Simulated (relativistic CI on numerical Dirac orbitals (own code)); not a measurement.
Nd²²⁺: sensitivity of the levels to the model

Base calculation: Dirac-Coulomb-Breit CI, KLI orbitals optimised for each configuration, a model potential for QED, unscaled Slater integrals.

Configurations in the expansion (outside the closed core [Ar] 3d10): 4s2.4p6.4d2, 4s2.4p5.4d3, 4s2.4p6.4d.4f, 4s.4p6.4d3, 4s2.4p5.4d2.4f, 4s.4p6.4d2.4f, 4s2.4p6.4d.5s, 4s2.4p6.4d.5p, 4s2.4p6.4f.5s, 4s2.4p6.4d.5d, 4s2.4p5.4d2.5s, 4s2.4p6.5s.5p, 4s2.4p6.4d.5f, 4s2.4p6.4d.5g, 4s2.4p6.4d.6s, 4s.4p6.4d2.5s, 4s2.4p6.4d.6d, 4s2.4p6.4d.6g, 4s2.4p6.4f2, 4s2.4p5.4f3, 4s.4p6.4f3, 4p6.4d4, 4p5.4d5, 4p5.4d4.4f, 4s2.4p6.4f.5p, 4s2.4p5.4f2.5p, 4s.4p6.4f2.5p, 4s2.4p6.5s2, 4s2.4p5.4f.5s2, 4s.4p6.4f.5s2, 4s2.4p6.5p2, 4s2.4p5.4f.5p2, 4s.4p6.4f.5p2, 4p6.4d3.5s, 4p5.4d4.5s, 4p5.4d3.4f.5s, 4s.4p6.4d.5s2, 4s.4p5.4d.4f.5s2, 4p6.4d.4f.5s2. Double excitations out of closed p, d and f shells are left out; levels of such configurations are missing from the list, as are those of other unlisted configurations, and high levels can miss mixing partners. These lack a partner that the ground configuration has and come out too high: 4s2.4p5.4d2.5s, 4s.4p6.4d2.5s.

Variants: (1) valence Slater integrals scaled by 0.9; (2) one mean potential for all configurations; (3) only the first 3 configurations. Shifts of the energy above 4s2.4p6.4d2 3F_2, in cm⁻¹, for the lowest level and the first level of each name with at least 55 % of one term (blank where a level changes its place among those of its configuration and J or its character, or is not in the variant):

| Level | Base | Δ(1) | Δ(2) | Δ(3) |
| --- | --- | --- | --- | --- |
| 4s2.4p6.4d2 3F_2 | 0 | 0 | 0 | 0 |
| 4s2.4p6.4d2 3F_3 | 37587 | +422 | -2 | -148 |
| 4s2.4p6.4d2 3P_0 | 42474 | -3327 | 0 | +2119 |
| 4s2.4p6.4d2 3F_4 | 61011 | -881 | -3 | +599 |
| 4s2.4p6.4d2 3P_1 | 67131 | -2213 | -2 | +2632 |
| 4s2.4p6.4d2 1G_4 | 99208 | -2203 | -5 | +1700 |
| 4s2.4p6.4d2 1S_0 | 175598 | -9956 | -4 | -2095 |
| 4s2.4p5.4d3 5D°_0 | 850001 | +4187 | -123 | -22900 |
| 4s2.4p5.4d3 5S°_2 | 865888 | +5637 | -126 | -20864 |
| 4s2.4p5.4d3 3P°_0 | 916304 | -1927 | -138 | -22146 |
| 4s2.4p5.4d3 3I°_7 | 954748 | -216 | -134 | -18217 |
| 4s2.4p5.4d3 5P°_3 | 969725 | -2299 | -142 | -21864 |
| 4s2.4p5.4d3 3D°_1 | 982975 | -2389 | -178 | -21667 |
| 4s2.4p5.4d3 3H°_6 | 983824 | -1122 | -136 | -19334 |

At this charge energies of transitions that change n are usually good to better than 1 %, and those within a shell (Δn = 0) to a few per cent. Terms inside the open d or f shell come out 10 to 20 % too wide with unscaled integrals.

Ionisation energy from the two ground configurations alone: base 677.493 eV; valence Slater integrals scaled by 0.9 677.29 eV. The NIST ASD value (theoretical) is 678 eV.

LS names give the leading component of a level, which can be under half, so a name can repeat, a term be missing and a line seem to break the LS rules.
